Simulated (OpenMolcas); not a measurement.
What dynamic correlation does to the levels of Nd³⁺

* Program: OpenMolcas 26.06
* Basis: ANO-RCC-VQZP [9s8p6d4f3g2h]
* Scalar Hamiltonian: DKH2, point nucleus
* Active space: 3 electrons in 7 orbitals (4f)
* State averaging: 2S+1 = 4 odd, 35 roots; 2S+1 = 2 odd, 112 roots (105 in the spin-orbit step)
* Spin-orbit coupling: RASSI with atomic mean-field integrals over the reference wave functions, term energies averaged over their components

Methods on the same reference wave functions:
A. CASSCF
B. SS-CASPT2, IPEA 0.25 Eh, imaginary shift 0.1 Eh (closed shells correlated: 5s 5p)
C. MS-CASPT2, IPEA 0.25 Eh, imaginary shift 0.1 Eh (closed shells correlated: 5s 5p)

Energies in cm-1 above 4f3 4I* 9/2, the measured ground level; measured values from the list in Arab et al., J. Quant. Spectrosc. Radiat. Transfer 229, 145 (2019) and Gaigalas et al. (2019), from Wyart et al. (2007).

| Level | A | B | C | Measured |
| --- | --- | --- | --- | --- |
| 4f3 4I* 9/2 | 0.0 | 0.0 | 0.0 | 0.0 |
| 4f3 4I* 11/2 | 1981 | 2040 | 2040 | 1897 |
| 4f3 4I* 13/2 | 4130 | 4200 | 4200 | 3907 |
| 4f3 4I* 15/2 | 6397 | 6460 | 6460 | 5989 |
| 4f3 4F* 3/2 | 15817 | 13040 | 13040 | 11698 |
| 4f3 2H* 9/2(1) [75 %] | 15949 | 13030 | 13030 | 12800 |
| 4f3 4F* 5/2 | 16892 | 14180 | 14180 | 12748 |
| 4f3 4S* 3/2 | 17826 | 14740 | 14770 | 13792 |
| 4f3 4F* 7/2 | 17906 | 15160 | 15160 | 13720 |
| 4f3 4F* 9/2 | 19063 | 16320 | 16320 | 14995 |
| 4f3 2H* 11/2(1) | 19272 | 16360 | 16360 | 16162 |
| 4f3 2G* 7/2(1) | 22063 | 18660 | 18660 | 17655 |
| 4f3 4G* 5/2 | 23982 | 20130 | 20130 | 17707 |
| 4f3 2K* 13/2 | 24138 | 21770 | 21770 | 20005 |
| 4f3 2G* 9/2(1) [57 %] | 24897 | 21550 | 21550 |  |
| 4f3 4G* 7/2 | 25512 | 21730 | 21730 | 19541 |
| 4f3 2K* 15/2 | 26329 | 23960 | 23960 | 22044 |
| 4f3 4G* 9/2 | 27125 | 23400 | 23400 |  |
| 4f3 4G* 11/2 | 28548 | 24760 | 24760 | 22047 |
| 4f3 2P* 1/2 | 29975 | 24840 | 24840 |  |
| 4f3 2D* 5/2(1) | 30325 | 25510 | 25510 | 24333 |
| 4f3 2I* 11/2 | 37838 | 33300 | 33300 | 30180 |
| 4f3 2L* 15/2 | 38662 | 35240 | 35240 | 31036 |
| 4f3 2I* 13/2 | 39085 | 34710 | 34710 | 31583 |

Deviations, from unrounded energies. A percentage is the sum of absolute deviations over the sum of measured energies, with the sign that they share, or ± where signs differ.

```tsv
Against measurement	Levels	A	B	C
mean absolute deviation (cm-1)	20	4400	1600	1600
fine structure of the ground term (%)	3	+6.1	+7.6	+7.6
other terms of the ground configuration (%)	17	+26.2	+9.2	+9.2
```

B, C lie about equally close to measurement and A furthest from it. The largest miss of B in the table is 4f3 2L* 15/2, by +4200 cm-1. The ranking rests on the paired levels alone, and a cruder setting can come out closer through cancelling errors.

Between B and C the level of the table that moves most is 4f3 4S* 3/2, by 24 cm-1 (lowest in B, highest in C). Moves below CASPT2's spread within the term are not significant.

The two smallest mean deviations differ by little beside CASPT2's spread within terms, so their order carries little weight.

From A to B the spin-free energies of the other terms of 4f3 shown, above 4I*, scale by factors of 0.79 to 0.90, as is usual when dynamic correlation screens the repulsion within a d or f shell.

The lowest spin-free term lies below A's lowest term by 0.304 hartree in B, 0.304 hartree in C.

CASPT2 breaks the degeneracy within a term, and the mean is taken; among the terms shown or strongly mixed into the levels shown the widest spread is 930 cm-1 (4f3 2L*, B). High states are left out of the spin-orbit mixing, which shifts the levels that they would mix with. Some levels mix across a computed gap that differs much from the measured one, so their mixing is not that of the real levels. Without dynamic correlation excited terms often stand tens of per cent too high (terms of higher spin than the ground term too low), and those without a measured partner can miss by more than the paired ones (holds for A). The CASPT2 spread within a term exceeds the gap to the next term for 4f3 4G* and 4f3 2K*, so the order of their levels is uncertain (holds for B; C). Blocks of more than 70 roots (2S+1 = 2 odd) ran without multistate coupling (holds for C). Measured partners are found by configuration, term and J. A level has none where our copy of the source lacks it or the pairing is in doubt (some pairs that miss far off the trend of their configuration count as doubtful), and it then counts in no deviation. Only configurations of the active space appear. The table leaves out levels that lie high or whose names do not pair safely across all columns.

A share in square brackets marks a mixed level and gives the weight of the term that names it, the lowest over the columns. A number in round brackets counts repeated terms of one configuration in the order of the reference energies. * marks odd parity.
